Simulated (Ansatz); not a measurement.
`C[O][Sn][Cl]` and `C[O][Sn][Br]` differ in one element.

Ansatz, PBE0-D4/def2-TZVP geometries, multiplicity 1. Each molecule was computed in one conformer, which needn't be the lowest.

Elements past krypton have def2 core potentials. Scalar relativity is left out up to krypton.

```json
{"property": "LUMO energy (ωB97M-V/def2-TZVPP) / eV", "`C[O][Sn][Cl]`": "-0.75"}
{"property": "LUMO energy (PBE/def2-TZVPP) / eV", "`C[O][Sn][Cl]`": "-3.11"}
{"property": "HOMO–LUMO gap (B3LYP/def2-TZVPP) / eV", "`C[O][Sn][Cl]`": "4.96"}
{"property": "HOMO energy (PBE0/def2-TZVPP) / eV", "`C[O][Sn][Cl]`": "-7.84"}
{"property": "zero-point energy (PBE0-D4/def2-TZVP) / kJ/mol", "`C[O][Sn][Cl]`": "111.1"}
{"property": "LUMO energy (B3LYP/def2-TZVPP) / eV", "`C[O][Sn][Cl]`": "-2.70"}
```

Question: Give the same properties after the change, and the shifts. (Best estimate.)

Answer: Ansatz gave: 
| property | `C[O][Sn][Br]` | shift |
| --- | --- | --- |
| LUMO energy (ωB97M-V/def2-TZVPP) / eV | -0.83 | -0.08 |
| LUMO energy (PBE/def2-TZVPP) / eV | -3.17 | -0.06 |
| HOMO–LUMO gap (B3LYP/def2-TZVPP) / eV | 4.75 | -0.21 |
| HOMO energy (PBE0/def2-TZVPP) / eV | -7.71 | 0.13 |
| zero-point energy (PBE0-D4/def2-TZVP) / kJ/mol | 110.3 | -0.8 |
| LUMO energy (B3LYP/def2-TZVPP) / eV | -2.76 | -0.06 |

With PBE0 the HOMO rises by 0.13 eV and the LUMO falls by 0.07 eV, so the gap narrows by about 0.20 eV. PBE moves the HOMO by 0.03 eV and ωB97M-V by 0.20 eV.

B3LYP here is the variant with VWN-RPA as its local correlation; programs differ in this.

Spin–orbit coupling is left out; it splits and shifts lone-pair levels of the heavy atoms by tenths of an eV.
